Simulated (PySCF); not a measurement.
C8H9PS.
SMILES with atom numbers: `[CH3:1][C:2]#[C:3][P:4]([CH3:5])[c:6]1[cH:7][cH:8][cH:9][s:10]1` (hydrogens: H11, H12, H13 on C1; H14, H15, H16 on C5; H17 on C7; H18 on C8; H19 on C9)

All values: PBE0/pcSseg-1 (PySCF, non-relativistic), on one gas-phase PBE0-D3(BJ)/def2-SVP geometry that isn't relaxed in the solvent. The solvent is an IEF-PCM continuum (van der Waals radii × 1.2). Specific hydrogen bonds and non-electrostatic terms are outside this model.

Gas phase at PBE0/pcSseg-1: HOMO -6.30 eV, LUMO -0.71 eV, dipole 2.27 D.

Question: What does the continuum do to the energy, the frontier levels and the dipole at PBE0/pcSseg-1 in chloroform?

Answer: 
```json
{"solvent": "chloroform", "ε": "4.711", "E(solvent) − E(gas) (kcal/mol)": "-3.98", "polarisation term (kcal/mol)": "-4.40", "distortion of the solute (kcal/mol)": "0.42", "HOMO (eV)": "-6.40", "LUMO (eV)": "-0.79", "dipole (D)": "2.76"}
```

The first energy column is the sum of the next two and covers electrostatics alone.

Question: Which radius a makes the point-dipole formula ΔE = −[(ε − 1)/(2ε + 1)]·μ²/a³ give the value in chloroform, with the gas-phase dipole?

Answer: μ = 0.892 au and |ΔE| = 0.00633 Eh give a = 1.88 Å; the farthest nucleus lies 4.76 Å from the centroid of the nuclei, so such a sphere wouldn't even hold the nuclei. The formula assumes a rigid point dipole at the centre of a sphere.

Question: Which ESP-fitted charges (PBE0/pcSseg-1) respond most in chloroform (means over atoms taken as equivalent)?

Answer: 
```csv
atoms,environment,gas (e),solvent (e),change
C5,sp3 carbon bound to phosphorus,-0.235,-0.180,+0.055
P4,phosphine phosphorus,-0.107,-0.153,-0.046
C6,substituted aromatic carbon,-0.016,-0.037,-0.021
C8,aromatic CH carbon,-0.314,-0.330,-0.016
H19,aromatic hydrogen,+0.220,+0.236,+0.016
H18,aromatic hydrogen,+0.200,+0.214,+0.014
```

Question: Which Mayer bond orders change most in chloroform?

Answer: 
```
  bond  length (Å)    gas  solvent  change
 C2–C3       1.218  2.692    2.679  -0.013
 C1–C2       1.451  1.208    1.215  +0.007
 P4–C5       1.855  1.034    1.041  +0.007
C1–H12       1.101  0.920    0.914  -0.006
 C3–P4       1.767  0.968    0.963  -0.005
 P4–C6       1.826  0.869    0.864  -0.005
C1–H11       1.102  0.924    0.919  -0.005
C1–H13       1.101  0.920    0.915  -0.005
```

Conformer computed: `[CH3:1][C:2]#[C:3][P:4]([CH3:5])[c:6]1[cH:7][cH:8][cH:9][s:10]1`: C3–P4–C6–C7 -12°.
